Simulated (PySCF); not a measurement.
S₄, SMILES S1SSS1. Heavy atoms are numbered as in [S:1]1[S:2][S:3][S:4]1.

Geometry: B3LYP-D3(BJ)/def2-SVP.

These are PBE/pcSseg-2 run with PySCF values and carry that method's errors.

GIAO shieldings, no solvent; atoms alike by connectivity are averaged. δ = σ(ref) − σ: ³³S against H2S (σ = 705.0 ppm), references at their B3LYP-D3(BJ)/def2-TZVP geometries, non-relativistic.

### Question
Estimate the chemical shifts. (Estimate from the structure and the level; the computed values follow.)

### Answer

```tsv
nucleus	atoms	count	δ (ppm)
³³S	S1	4	820.4
```
